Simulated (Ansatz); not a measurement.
The cluster Ge3O2. Charge 0, multiplicity 1. Geometry B3LYP-D4/def2-SVP; atoms count from 1.

```xyz
5

Ge   -0.268   -1.516   -0.342
Ge    1.403    0.382   -0.544
Ge   -0.627    1.272    0.689
O    -0.745    0.252   -0.940
O     0.236   -0.390    1.137
```

The structure comes from a short search, and lower isomers may exist.

(1) Estimate the Mulliken populations from the PBE0/def2-TZVP orbitals of Ansatz.

(2) And the Mayer bond orders between heavy atoms (over 0.3)?

Answers

(1) 
| atom | charge (e) |
| --- | --- |
| Ge1 | 0.44 |
| Ge2 | 0.22 |
| Ge3 | 0.44 |
| O4 | -0.54 |
| O5 | -0.54 |
Mulliken values depend strongly on the basis.

(2) Ge1–Ge2 0.62 (2.54 Å); Ge1–O4 0.73 (1.93 Å); Ge1–O5 0.73 (1.93 Å); Ge2–Ge3 0.62 (2.54 Å); Ge2–O4 0.49 (2.19 Å); Ge2–O5 0.49 (2.19 Å); Ge3–O4 0.74 (1.93 Å); Ge3–O5 0.73 (1.93 Å).
